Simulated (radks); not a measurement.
Isoelectronic series with 5 electrons, each ion in its NIST ground configuration. Calculated with a radial shooting solver on a logarithmic mesh with Libxc functionals: Dirac Kohn-Sham, LDA (Slater exchange, Perdew-Wang correlation), spin-unpolarised, spherical densities, finite nucleus; open shells fill j = l - 1/2 first; Fermi nuclear charge, rms radius of each element as measured or else 0.836 A^(1/3) + 0.57 fm. Total energies (hartree) and mean radii <r> (bohr) (* marks an orbital that is empty in some or all of the ions):

ion	configuration	E (hartree)	2p3/2*	2p1/2	2s1/2
Ti17+	[He] 2s2 2p1	-618.05422	0.2549	0.2528	0.2950
Cr19+	[He] 2s2 2p1	-741.44587	0.2312	0.2289	0.2679
Fe21+	[He] 2s2 2p1	-876.36696	0.2114	0.2090	0.2452
Ni23+	[He] 2s2 2p1	-1022.91679	0.1948	0.1921	0.2260
Zn25+	[He] 2s2 2p1	-1181.20357	0.1806	0.1777	0.2095
Ge27+	[He] 2s2 2p1	-1351.34633	0.1683	0.1652	0.1951
Se29+	[He] 2s2 2p1	-1533.47491	0.1575	0.1543	0.1825
Kr31+	[He] 2s2 2p1	-1727.72945	0.1480	0.1446	0.1714
Sr33+	[He] 2s2 2p1	-1934.26190	0.1396	0.1360	0.1614
Zr35+	[He] 2s2 2p1	-2153.23599	0.1321	0.1283	0.1525
Mo37+	[He] 2s2 2p1	-2384.82637	0.1253	0.1213	0.1444
Ru39+	[He] 2s2 2p1	-2629.22647	0.1192	0.1150	0.1371
